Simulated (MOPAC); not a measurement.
MOPAC input (PM3):

```
PM3 PRECISE GNORM=0.05 LET XYZ UHF MS=0.5 GEO-OK AUX(PRECISION=9) THREADS=1
C4H5GeS

Ge    1.74966300 1   -0.28438600 1    0.18110800 1
C    -0.15039600 1   -0.13306000 1   -0.12047900 1
C    -0.99637200 1   -1.10087600 1   -0.62383400 1
C    -2.35844300 1   -0.71667900 1   -0.63021800 1
C    -2.55195100 1    0.53740100 1   -0.11666100 1
S    -1.06966000 1    1.24998700 1    0.36889400 1
H     2.34713000 1   -1.21665100 1   -0.89879100 1
H     2.40535500 1    1.11525700 1    0.14781300 1
H    -0.64357500 1   -2.05754000 1   -0.98354700 1
H    -3.16079300 1   -1.33742700 1   -1.00231700 1
H    -3.47981400 1    1.07620200 1   -0.01377800 1
```

From the output:

```
                                                       MOPAC v23.2.5 Linux

          FINAL HEAT OF FORMATION =         58.91462 KCAL/MOL =     246.49877 KJ/MOL

          COSMO AREA              =        148.71 SQUARE ANGSTROMS
          COSMO VOLUME            =        146.23 CUBIC ANGSTROMS

          GRADIENT NORM           =          0.02006          =       0.00605 PER ATOM
          IONIZATION POTENTIAL    =          9.049776 EV
          ALPHA SOMO LUMO (EV)    =         -9.050 -0.170
          BETA  SOMO LUMO (EV)    =         -9.442 -2.304
          NO. OF ALPHA ELECTRONS  =         16
          NO. OF BETA  ELECTRONS  =         15
          MOLECULAR WEIGHT        =        157.7335         POINT GROUP:  Cs

          MOLECULAR DIMENSIONS (Angstroms)

            Atom       Atom       Distance
            H    11    H     7     6.38882
            H    10    H     8     4.62839
            S     6    H     9     0.00237

          SCF CALCULATIONS        =         41

   ATOM   CHEMICAL          X               Y               Z
  NUMBER   SYMBOL      (ANGSTROMS)     (ANGSTROMS)     (ANGSTROMS)

     1      Ge          1.65822315  *  -0.24254517  *   0.02823655  *
     2       C         -0.13529440  *  -0.07910363  *  -0.09580501  *
     3       C         -0.93203978  *  -1.08286233  *  -0.61479418  *
     4       C         -2.31617784  *  -0.73483305  *  -0.61474260  *
     5       C         -2.53561702  *   0.52199723  *  -0.09693559  *
     6       S         -1.06637788  *   1.28185196  *   0.38988414  *
     7       H          2.36612152  *  -1.47480303  *  -0.42818889  *
     8       H          2.54614150  *   0.82185198  *   0.58525357  *
     9       H         -0.55718689  *  -2.03806578  *  -0.98581333  *
    10       H         -3.09832098  *  -1.39785229  *  -0.98505718  *
    11       H         -3.50745769  *   1.00130921  *   0.00425100  *

                             CARTESIAN COORDINATES

   1   Ge        1.658223149    -0.242545172     0.028236553
   2    C       -0.135294396    -0.079103629    -0.095805008
   3    C       -0.932039783    -1.082862334    -0.614794183
   4    C       -2.316177840    -0.734833054    -0.614742599
   5    C       -2.535617020     0.521997225    -0.096935594
   6    S       -1.066377881     1.281851957     0.389884144
   7    H        2.366121517    -1.474803033    -0.428188895
   8    H        2.546141505     0.821851976     0.585253566
   9    H       -0.557186890    -2.038065778    -0.985813331
  10    H       -3.098320983    -1.397852293    -0.985057176
  11    H       -3.507457689     1.001309205     0.004251003

           Empirical Formula: C4 H5 Ge S  =    11 atoms

      MOLECULAR POINT GROUP   :   Cs

          ALPHA EIGENVALUES
 -38.40967 -27.99628 -26.28904 -19.69873 -19.09477 -17.70252 -14.63736 -14.26797
 -13.94166 -13.91798 -12.68787 -12.16362 -11.92058 -10.85041  -9.72842  -9.04978
  -0.16983   0.07844   0.46152   0.64098   1.09033   1.35900   2.77975   3.10992
   3.65165   3.82529   4.42177   5.12024   5.37939

           BETA EIGENVALUES
 -38.35211 -27.90001 -26.31262 -19.64625 -19.13172 -17.71127 -14.65060 -14.21443
 -13.93702 -13.75527 -12.73621 -12.22154 -11.95236 -10.19074  -9.44240  -2.30409
  -0.03382   0.02311   0.38242   0.73838   0.90375   1.54573   3.14691   3.44128
   3.69751   3.87782   4.49409   5.15586   5.39328

              NET ATOMIC CHARGES AND DIPOLE CONTRIBUTIONS

  ATOM NO.   TYPE          CHARGE      No. of ELECS.   s-Pop       p-Pop
    1         Ge           0.332008        3.6680     0.66869     2.99930
    2          C          -0.438550        4.4385     1.26765     3.17090
    3          C          -0.076193        4.0762     1.19025     2.88594
    4          C          -0.132896        4.1329     1.19014     2.94276
    5          C          -0.288430        4.2884     1.21823     3.07020
    6          S           0.318253        5.6817     1.86915     3.81260
    7          H          -0.055229        1.0552     1.05523
    8          H          -0.051576        1.0516     1.05158
    9          H           0.125050        0.8749     0.87495
   10          H           0.123611        0.8764     0.87639
   11          H           0.143953        0.8560     0.85605
 DIPOLE           X         Y         Z       TOTAL
 POINT-CHG.     0.774     0.707     0.389     1.118
 HYBRID        -1.344    -1.452    -0.772     2.124
 SUM           -0.571    -0.745    -0.383     1.013

          ATOMIC ORBITAL ELECTRON POPULATIONS

     Atom    s        px        py        pz
    1 Ge   0.66869   0.87562   1.05243   1.07124
    2  C   1.26765   1.10776   0.98946   1.07368
    3  C   1.19025   0.92558   0.97843   0.98193
    4  C   1.19014   0.96554   0.95961   1.01760
    5  C   1.21823   1.00375   0.99800   1.06845
    6  S   1.86915   0.95005   1.22828   1.63426
    7  H   1.05523
    8  H   1.05158
    9  H   0.87495
   10  H   0.87639
   11  H   0.85605

                    (SZ)    =    0.500000
                    (S**2)  =    0.982899

          ATOMIC ORBITAL SPIN POPULATIONS

    Atom   Total    s     px     py     pz
         Atomic
    1 Ge  1.1572  0.081  0.096  0.226  0.754
    2  C -0.4336 -0.040 -0.068 -0.077 -0.249
    3  C  0.4379  0.031  0.041  0.081  0.285
    4  C -0.3479 -0.026 -0.037 -0.067 -0.219
    5  C  0.4247  0.029  0.034  0.080  0.281
    6  S -0.0035  0.000 -0.017  0.015 -0.001
    7  H -0.0998 -0.100
    8  H -0.1006 -0.101
    9  H -0.0292 -0.029
   10  H  0.0223  0.022
   11  H -0.0276 -0.028

 **********************
 *                    *
 * JOB ENDED NORMALLY *
 *                    *
 **********************

 == MOPAC DONE ==
```

The geometry given is a B3LYP-D3(BJ)/def2-TZVP minimum.

The determinant is spin-contaminated: <S^2> is 0.98 against 0.75 for a pure state.
